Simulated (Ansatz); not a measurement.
Pulling the pair apart

The pair of F⁻ (SMILES [F-], atom 1) and CH₃I (SMILES CI, atoms 2–6), both closed shells, in one local arrangement (a lower one may exist), relaxed at PBE0-D4/def2-TZVPD:

```
6
angstrom
F -0.5735 0.2554 -2.2284
C 0.2428 0.0822 0.2900
I -0.9545 -1.1275 1.6217
H -0.2031 0.0870 -0.7773
H 0.2530 1.0671 0.7554
H 1.2353 -0.3642 0.3387
```

CH₃I is shifted rigidly along the line between the mean atom positions of the two fragments (negative: closer). Counterpoise interaction energies in kcal/mol. Ansatz 0.2.0; basis: def2-TZVPPD; cores frozen in the correlated methods. Filled d shells of the heavier atoms are correlated. Core potentials replace the inner electrons of the atoms past krypton. The def2 sets are not built for correlating such inner shells, so the correlated values are less sure here.

| shift (Å) | r2SCAN-D4 | HF | PBE-D4 |
| --- | --- | --- | --- |
| -0.15 | -22.21 | -15.94 | -21.11 |
| -0.08 | -23.15 | -17.45 | -22.22 |
| 0.00 | -23.42 | -18.27 | -22.64 |
| 0.08 | -23.21 | -18.59 | -22.56 |
| 0.18 | -22.41 | -18.44 | -21.91 |
| 0.38 | -20.11 | -17.14 | -19.84 |
| 0.75 | -15.25 | -13.57 | -15.31 |
| 1.51 | -8.58 | -8.01 | -9.05 |

Problem. What does CCSD(T) give at these shifts? (To be estimated.)

Solution. The calculation gives: -17.92, -19.23, -19.85, -19.96, -19.54, -17.80, -13.70, -7.75 kcal/mol. For zero shift, CCSD(T) at an estimated basis limit (MP2 extrapolated from triple and quadruple zeta, plus CCSD(T) − MP2 in triple zeta) gives -21.24 kcal/mol. These are counterpoise interaction energies, counted from the two frozen fragments.

The T1 diagnostic stays at or below 0.014.

For scale, one of the runs: CCSD(T)/def2-TZVPPD, 187 basis functions, launched by `ansatz run in.yaml --threads 4 --pin off --events-out ev --progress --plain --max-ram 9574MiB`. The run took 72 s on 4 CPU threads of an Arm Neoverse V1 (shared host), with 2.3 GiB of host memory at its peak.
